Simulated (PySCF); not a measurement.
CH5OSb, singlet, geometry from GFN2-xTB (core potentials on Sb); PBE0/def2-SVP, polarisability run with PySCF.

The PySCF input:
```python
from pyscf import gto, scf, dft
from pyscf.prop import polarizability

mol = gto.M(
    atom='''
Sb   -0.389371    0.262694    0.385764
H    -1.479312   -0.569596   -0.647876
H    -0.309289    1.456184   -0.846413
O     1.190996   -0.715131   -0.278058
C     1.329245   -0.929487   -1.650521
H     1.384165    0.013348   -2.203590
H     2.259466   -1.480911   -1.795006
H     0.499440   -1.518467   -2.053464
''',
    basis='def2-svp',
    ecp={'Sb': 'def2-svp'},
    charge=0,
    spin=0,
    verbose=3,
)

mf = dft.RKS(mol)
mf.xc = 'pbe0'
mf.kernel()
alpha = mf.Polarizability().polarizability()[2, 2]
print('alpha_zz =', alpha)
```

Write the output that PySCF gives for this input, abridged.


```
site-packages/pyscf/prop/efg/rhf.py:45: UserWarning: Module EFG is under testing
  warnings.warn('Module EFG is under testing')
site-packages/pyscf/prop/efg/dhf.py:30: UserWarning: Module EFG is under testing
  warnings.warn('Module EFG is under testing')
site-packages/pyscf/prop/zfs/uhf.py:40: UserWarning: Module ZFS is under testing
  warnings.warn('Module ZFS is under testing')
site-packages/pyscf/prop/gtensor/uhf.py:43: UserWarning: Module g-tensor is under testing
  warnings.warn('Module g-tensor is under testing')
site-packages/pyscf/prop/gtensor/uks.py:41: UserWarning: Module g-tensor is under testing
  warnings.warn('Module g-tensor is under testing')
site-packages/pyscf/prop/hfc/uks.py:35: UserWarning: Module HFC is under testing
  warnings.warn('Module HFC is under testing')
site-packages/pyscf/prop/magnetizability/rhf.py:39: UserWarning: Module magnetizability is under testing
  warnings.warn('Module magnetizability is under testing')
site-packages/pyscf/prop/magnetizability/uhf.py:37: UserWarning: Module magnetizability is under testing
  warnings.warn('Module magnetizability is under testing')
site-packages/pyscf/prop/magnetizability/rks.py:37: UserWarning: Module magnetizability is under testing
  warnings.warn('Module magnetizability is under testing')
site-packages/pyscf/prop/magnetizability/uks.py:39: UserWarning: Module magnetizability is under testing
  warnings.warn('Module magnetizability is under testing')
site-packages/pyscf/prop/polarizability/uhf.py:34: UserWarning: Module polarizability is under testing
  warnings.warn('Module polarizability is under testing')
site-packages/pyscf/prop/polarizability/rks.py:29: UserWarning: Module polarizability is under testing
  warnings.warn('Module polarizability is under testing')
site-packages/pyscf/prop/polarizability/uks.py:29: UserWarning: Module polarizability is under testing
  warnings.warn('Module polarizability is under testing')
converged SCF energy = -356.336147264996
alpha_zz = 51.49291739560336
```
